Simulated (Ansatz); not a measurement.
The first iterations of a band of a periodic cell of 17 atoms, Be16H (host Be, host structure hcp, interstitial H).

Computed with Ansatz 0.2.0, DFT PBE, scalar-relativistic, plane waves, PAW. Settings: cutoff 420 eV, k mesh 4x4x3, fermi-dirac smearing 0.05 eV, no spin polarisation.

```yaml
movable_images: 5
climbing_image: yes
spring: 5.0 eV/Å²
optimiser: quadratic models (default)
start_path: straight line
force_threshold: 0.03 eV/Å
iteration_limit: 21
end_points: relaxed
```

Image 0:

```xyz
17
Lattice="-2.2900 -3.9664 0.0000 3.4350 -1.9832 0.0000 0.0000 0.0000 7.1769" Properties=species:S:1:pos:R:3
Be -0.018 -3.957 -0.020
Be 0.038 -2.618 1.767
Be 0.028 -3.983 3.619
Be 0.010 -2.641 5.384
Be -1.145 -1.975 0.002
Be 2.276 -2.637 1.787
Be -1.138 -1.940 3.618
Be 2.278 -2.638 5.404
Be 1.159 -1.992 -0.019
Be 1.141 -0.709 1.767
Be 1.161 -1.994 3.599
Be 1.146 -0.672 5.384
Be -0.008 -0.006 0.002
Be 1.118 -4.613 1.767
Be -0.036 -0.029 3.618
Be 1.164 -4.639 5.406
H -1.145 -3.309 2.692
```

Image 6:

Only the atoms that move by more than 0.05 Å are listed.
```
Be2 0.033 -2.616 1.820
Be3 -0.022 -3.955 3.607
Be5 -1.143 -1.937 -0.031
Be10 1.137 -0.706 1.820
Be13 -0.040 -0.026 -0.031
Be14 1.113 -4.610 1.821
H17 -1.152 -3.303 0.892
```

| iteration | highest image above the first end (eV) | largest band force component (eV/Å) |
| --- | --- | --- |
| 1 | 0.490 | 0.616 |
| 2 | 0.431 | 0.325 |

Question: Does the band converge within its limit, and where does its top end?

Answer: The forces met the threshold. It ended after 5 iterations with the highest image 0.412 eV above the first end. The order of the stationary point at the top wasn't checked. Limits of this set-up: coarse k mesh, odd electron count without spin.

Run time: 4.1 min on 1 thread of Arm Neoverse V1 (shared host), peak memory 0.57 GiB.
